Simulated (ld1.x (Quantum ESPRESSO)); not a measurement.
**Configuration tests for W (TM)**

- Element: W (Z = 74)
- Generator: ld1.x (Quantum ESPRESSO) 7.5
- Type: norm-conserving Troullier–Martins (Kleinman–Bylander form)
- Functional: PBE
- Relativity: scalar-relativistic
- Frozen core: [Xe] 4f14
- Valence charge: 6
- Reference configuration: 5d4 6s1.75 6p0 (charge +0.25)
- Partial waves: 6p (bound, empty): rc 4.00 bohr; 5d (bound): rc 1.80 bohr; 5f channel at 0.2 Ry: rc 3.35 bohr; 6s (bound): rc 2.70 bohr
- Local potential: the s channel
- Core correction: Bessel-smoothed model core, default radius (core density twice the valence density)

Energies are relative to the spin-unpolarised reference configuration 5d4 6s1.75 6p0; without spin polarisation the order of configurations can differ from experiment.

```tsv
valence configuration	charge	ΔE all-electron (eV)	error AE − PS (meV)
5d4 6s2 6p0	0	-1.620	+0.1
5d4 6s1 6p0	+1	7.263	-8.0
5d4 6s0 6p0	+2	22.943	-48
5d4 6s0 6p1	+1	12.716	-11
5d4 6s1 6p1	0	2.875	-2.0
```

Problem. What are ΔE and the potential's error for 5d4.5 6s1.5 6p0?

Solution. ΔE = -0.925 eV all-electron; the error (AE − PS) is -14 meV.

Problem. What are ΔE and the potential's error for 5d4 6s1.5 6p0?

Solution. ΔE = 2.013 eV all-electron; the error (AE − PS) is -1.2 meV.

Levels in the configuration 5d4.5 6s1.5 6p0:

```json
{"level": "5d", "all-electron (eV)": "-3.864", "pseudo (eV)": "-3.828"}
{"level": "6s", "all-electron (eV)": "-5.413", "pseudo (eV)": "-5.431"}
```
